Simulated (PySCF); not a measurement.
Delta-SCF ions had no search for a lower state. Excitations are Tamm–Dancoff values on a coarser integration grid. The basis has no diffuse functions, so Rydberg states are missing or too high.

Z-matrix (Å, degrees):
```
B
H 1 1.1856
Br 1 1.8909 2 119.30
Br 1 1.8909 2 119.30 3 179.94
```
Charge 0, multiplicity 1.

Question: Give the HOMO, S1–T1 gap (TDA), vertical ionisation energy (Delta-SCF), LUMO and T1 excitation (TDA) at the level PBE0-D4/def2-TZVP in PySCF.

Answer: 
```
Item                                       Value
--------------------------------------  --------
HOMO                                    -8.54 eV
S1–T1 gap (TDA)                          0.26 eV
vertical ionisation energy (Delta-SCF)  10.77 eV
LUMO                                    -2.04 eV
T1 excitation (TDA)                      4.67 eV
```
